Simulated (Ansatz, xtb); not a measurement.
**CHAuBSe: which of two structures lies lower**

Structure X: a doublet given by its coordinates. Structure Y: `[Au][B]1[CH][Se]1`, a doublet. Both are isolated molecules in the gas phase, relaxed with PBE0-D3(BJ)/def2-SVP.

X (Å):

```xyz
5

C    -0.3781   -0.4548    0.8512
Au    1.2703   -1.4950    0.6388
B    -0.2241    0.9173    1.3371
Se   -0.0329    2.5697    1.9222
H    -1.3052   -0.9759    0.5911
```

Close contacts (Å): C1–Au2 1.96, C1–B3 1.46, B3–Se4 1.76, C1–H5 1.09.

Y (Å):

```yaml
atoms:
  - { symbol: C, position_ang: [1.0381, 0.1143, 1.8810] }
  - { symbol: Au, position_ang: [2.8226, 2.7388, 2.9082] }
  - { symbol: B, position_ang: [1.5129, 1.4044, 2.2644] }
  - { symbol: Se, position_ang: [-0.4108, 1.3268, 1.6690] }
  - { symbol: H, position_ang: [1.0542, -0.9545, 1.6870] }
```

Question: Estimate which is lower in electronic energy at CCSD(T)/def2-SVP + ΔMP2/def2-TZVPP, and by roughly how much.

Answer: Too close to call at this level: CCSD(T)/def2-SVP + ΔMP2/def2-TZVPP gives E(Y) − E(X) = +0.09 kcal/mol.

The same difference at several levels:

```json
{"level": "GFN2-xTB", "geometry": "GFN2-xTB", "E(Y) − E(X) (kcal/mol)": "+4.24", "departure from the last row (kcal/mol)": "+4.15", "job, with rough time for the two": "optimisation, 0.17 s"}
{"level": "r2SCAN-D4/def2-SVP", "geometry": "GFN2-xTB", "E(Y) − E(X) (kcal/mol)": "+2.54", "departure from the last row (kcal/mol)": "+2.45", "job, with rough time for the two": "single point, 8.7 s"}
{"level": "PBE0-D3(BJ)/def2-SVP", "geometry": "PBE0-D3(BJ)/def2-SVP", "E(Y) − E(X) (kcal/mol)": "+1.16", "departure from the last row (kcal/mol)": "+1.08", "job, with rough time for the two": "optimisation, 69 s"}
{"level": "HF/def2-SVP", "geometry": "PBE0-D3(BJ)/def2-SVP", "E(Y) − E(X) (kcal/mol)": "+14.39", "departure from the last row (kcal/mol)": "+14.30", "job, with rough time for the two": "part of the CCSD(T) run"}
{"level": "MP2/def2-SVP", "geometry": "PBE0-D3(BJ)/def2-SVP", "E(Y) − E(X) (kcal/mol)": "−3.43", "departure from the last row (kcal/mol)": "−3.52", "job, with rough time for the two": "part of the CCSD(T) run"}
{"level": "CCSD(T)/def2-SVP", "geometry": "PBE0-D3(BJ)/def2-SVP", "E(Y) − E(X) (kcal/mol)": "+2.40", "departure from the last row (kcal/mol)": "+2.31", "job, with rough time for the two": "single point"}
{"level": "CCSD(T)/def2-SVP + ΔMP2/def2-TZVPP", "geometry": "PBE0-D3(BJ)/def2-SVP", "E(Y) − E(X) (kcal/mol)": "+0.09", "departure from the last row (kcal/mol)": "", "job, with rough time for the two": "single point, 1.7 min"}
```

The largest departure from CCSD(T)/def2-SVP + ΔMP2/def2-TZVPP is that of HF/def2-SVP, 14.30 kcal/mol. The last row adds to CCSD(T) the change of the MP2 difference between the two basis sets, here −2.31 kcal/mol.

With harmonic frequencies from PBE0-D3(BJ)/def2-SVP (ideal gas, rigid rotor, one conformer each, 298.15 K, 1 atm): on the last row, ΔE + ΔZPE = +0.30, ΔH = +0.24, ΔG = +0.69 kcal/mol.

Open shells are spin-unrestricted. The correlated steps freeze 11 core orbitals; the filled d shell of Se is correlated; the last core shell of Au is correlated, in a basis made for valence electrons. Atoms past krypton carry core potentials in the def2 sets and no spin–orbit term is included. Programs: Ansatz 0.2.0, xtb 6.7.1; the last row on 2 threads of Arm Neoverse V1 on a shared host.
